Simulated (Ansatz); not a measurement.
Basis-set series for AlH₄OSSi, SMILES `[SiH3][O][Al][SH]` radical. The species carries charge 0 and has multiplicity 2. The structure was optimised at the PBE0-D4/def2-TZVP level. It is one conformer, not always the lowest.

| functional | basis | functions | energy (Eh) | HOMO (eV) | LUMO (eV) |
| --- | --- | --- | --- | --- | --- |
| PBE0-D4 | def2-TZVPP | 213 | -1007.45520 | -6.13 | -2.76 |
| PBE0-D4 | def2-QZVPP | 387 | -1007.48977 | -6.15 | -2.79 |
| ωB97M-V | def2-TZVPP | 213 | -1007.81936 | -7.77 | -1.33 |
| ωB97M-V | def2-QZVPP | 387 | -1007.85227 | -7.83 | -1.42 |

(1) Give the rows for def2-SVP. (Best estimate.)

## Answers

(1) Ansatz gave: 
| functional | basis | functions | energy (Eh) | HOMO (eV) | LUMO (eV) |
| --- | --- | --- | --- | --- | --- |
| PBE0-D4 | def2-SVP | 88 | -1007.02816 | -6.06 | -2.72 |
| ωB97M-V | def2-SVP | 88 | -1007.39127 | -7.68 | -1.31 |

HOMO and LUMO are taken over both spins.
